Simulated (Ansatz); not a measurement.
Isomers of C2H8AlB, relaxed with PBE0-D4/def2-TZVP in Ansatz; electronic energies, one conformer each and not always the lowest. Functionals use def2-TZVPP; CBS adds triple-zeta CCSD(T) − MP2 to the MP2 limit of def2-TZVPP and def2-QZVPP.

Question: Order them by energy at frozen-core CCSD(T)/CBS, lowest first. (Best estimate.)
A. `C[B](C)[AlH2]`
B. `CC[BH][AlH2]`
C. `[BH2][Al]([CH3])[CH3]`
D. `B[CH2][AlH][CH3]`

Answer: D (0.0 kcal/mol), A (17.0 kcal/mol), C (18.3 kcal/mol), B (29.4 kcal/mol).

Question: How do ωB97M-V, MP2/CBS(def2), B3LYP, B3LYP-D4 place them (kcal/mol, against `B[CH2][AlH][CH3]`)? (Estimate.)

Answer: Ansatz gave: 
```
                 isomer  ωB97M-V  MP2/CBS(def2)  B3LYP  B3LYP-D4
         `CC[BH][AlH2]`     30.5           32.3   29.1      28.9
`[BH2][Al]([CH3])[CH3]`     19.7           20.3   18.0      18.7
        `C[B](C)[AlH2]`     17.8           19.4   16.3      16.2
```

B3LYP here is the variant with VWN-RPA as its local correlation; programs differ in this.
